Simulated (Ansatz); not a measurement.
Reaction (formal exchange of groups at the Si–C bond): `FC[SiH](F)CCl` + acetylene → `C#C[SiH](F)CF` + `CCl`

Calculated with Ansatz (gas phase, PBE0-D4/def2-TZVP geometries, no zero-point term in ΔE). CBS: MP2 limit from def2 TZ/QZ plus the TZ coupled-cluster correction, frozen cores. This one scheme is used for every species. DFT in def2-TZVPP. B3LYP here is the variant with VWN-RPA as its local correlation; programs differ in this. One conformer a species, not always the lowest.

| level | ΔE (kJ/mol) |
| --- | --- |
| r2SCAN0-D4 | -42.6 |
| B2PLYP | -46.4 |
| B3LYP | -47.8 |
| HF/CBS(def2) | -53.4 |

(1) What does CCSD(T)/CBS give? (An estimate is asked.)

Largest T1 diagnostic among the species: 0.013.

Answers

(1) The calculation gave: -41.0 kJ/mol. The listed levels differ from it by -1.6, -5.4, -6.8, -12.4 kJ/mol.

Leaving LDA and LC-ωPBE aside and taking each functional with its dispersion term where it has one, the values, not all of them listed here, spread over 9.0 kJ/mol, from B97M-V to ωB97M-V. LDA lies +9.5 kJ/mol from PBE without D4. In def2-TZVPP, CCSD(T) changes the Hartree–Fock value by +10.8 kJ/mol (the triples alone add +0.8 kJ/mol) and MP2 by +8.6 kJ/mol.
